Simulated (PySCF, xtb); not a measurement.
CH₄Al, SMILES [AlH][CH3], multiplicity 2.

Harmonic wavenumbers (cm⁻¹) from xtb with GFN2-xTB at its own minimum, in rising order: 40, 308, 466, 506, 604, 1281, 1443, 1444, 1547, 2900, 2905, 2916.

Problem. What does PySCF with ωB97X-D3(BJ)/def2-TZVP give at its own minimum? (The exact figures need the calculation; the answer reports its results.)

Solution. 116, 464, 538, 631, 763, 1219, 1444, 1457, 1835, 3038, 3108, 3150. Paired by order, the mean absolute difference is 127 cm⁻¹ and the zero-point energies are 23.4 and 25.4 kcal/mol.
